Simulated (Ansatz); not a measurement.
Geometry optimisation, Ansatz, RKS PBE0-D4/def2-SVP.

The input (input.yaml):

```yaml
crystal:
  periodic: [false, false, false]
  atoms:
    - { symbol: Al, position_ang: [-0.769078, 0.094824, -1.219404] }
    - { symbol: C, position_ang: [1.018429, 0.503723, -0.529856] }
    - { symbol: F, position_ang: [-1.187122, -1.446921, -1.671078] }
    - { symbol: F, position_ang: [-1.860146, 1.298966, -1.55304] }
    - { symbol: H, position_ang: [0.259219, 0.011249, 1.671531] }
    - { symbol: Se, position_ang: [-0.950494, -0.419632, 2.439167] }
    - { symbol: H, position_ang: [1.008199, 1.355257, 0.168512] }
    - { symbol: H, position_ang: [1.488432, -0.368092, -0.048882] }
    - { symbol: H, position_ang: [1.671827, 0.798342, -1.369804] }
    - { symbol: H, position_ang: [-0.679267, -1.827616, 2.112855] }
basis:
  gaussian: { orbitals: def2-SVP }
hamiltonian:
  xc: pbe0
  dispersion: d4
relax:
  f_tol: 0.03
  max_steps: 50
```

Run as:

```bash
$ ansatz run input.yaml --threads 2 --pin off --max-ram 3072MiB --backend cpu --events-out ev --progress --plain --runs-dir out
```

**Question.** Where does it end, and by what steps?

**Answer.** It converged. The force dipped under the threshold on the way, but the program's further checks kept it going. After 40 steps the energy has fallen by 0.557 eV; H10 moved furthest, 1.73 Å. Joined: Al1–Se6.

```
step  energy less start (eV)  largest force component (eV/Å)  accepted
   0                  0.0000                           0.524       yes
   2                 -0.2310                           0.620       yes
   4                 -0.4500                           0.900       yes
   6                 -0.5055                           0.225        no
   8                 -0.5235                           0.157       yes
  10                 -0.5277                           0.028       yes
  12                 -0.5295                           0.070       yes
  14                 -0.5310                           0.071       yes
  16                 -0.5343                           0.118       yes
  18                 -0.5366                           0.061       yes
  20                 -0.5407                           0.110       yes
  22                 -0.5431                           0.044       yes
  24                 -0.5460                           0.161       yes
  26                 -0.5505                           0.015       yes
  28                 -0.5518                           0.239       yes
  30                 -0.5533                           0.066       yes
  32                 -0.5544                           0.041       yes
  34                 -0.5550                           0.096       yes
  36                 -0.5557                           0.075       yes
  38                 -0.5561                           0.076       yes
  40                 -0.5565                           0.008       yes
```

```xyz
10
Properties=species:S:1:pos:R:3
Al -0.461 -0.108 -0.657
C 1.237 0.809 -0.837
F -0.551 -1.763 -0.907
F -1.906 0.701 -0.917
H -0.121 -1.489 2.182
Se -0.845 -0.222 1.988
H 1.206 1.817 -0.392
H 2.058 0.250 -0.360
H 1.506 0.932 -1.899
H -2.122 -0.928 1.800
```

Whether the end is a true minimum wasn't checked by a vibrational analysis.

Time of the run: 2.7 min on 2 threads of Arm Neoverse V1 (shared host), peak memory 0.29 GiB.
